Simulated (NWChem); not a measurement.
C3H3 cation

```xyz
6

C      0.0000     0.0000    -1.3386
C      0.0000     0.0000    -0.1033
C      0.0000     0.0000     1.2447
H      0.0000     0.0000    -2.4259
H      0.0000     0.9468     1.8079
H      0.0000    -0.9468     1.8079
```
Atoms are numbered in this order, from 1.

All runs: NWChem. STO-3G and 3-21G are far too small for this property and stand as cheap habits. The geometry was optimised at PBE0/def2-SVP. GIAO values for the isolated, static molecule; σ is the absolute isotropic shielding, δ = σ(reference) − σ with the isolated reference molecule computed at the same levels (13C: tetramethylsilane, 1H: tetramethylsilane).

Estimate the computed values for Hartree-Fock/STO-3G. Quantities: δ C1 (ppm); δ C2 (ppm); δ C3 (ppm); δ H4 (ppm); δ H5 (ppm).


```
Quantity    Result
----------  ------
δ C1 (ppm)   371.9
δ C2 (ppm)    34.7
δ C3 (ppm)   227.3
δ H4 (ppm)   24.58
δ H5 (ppm)   12.56
```
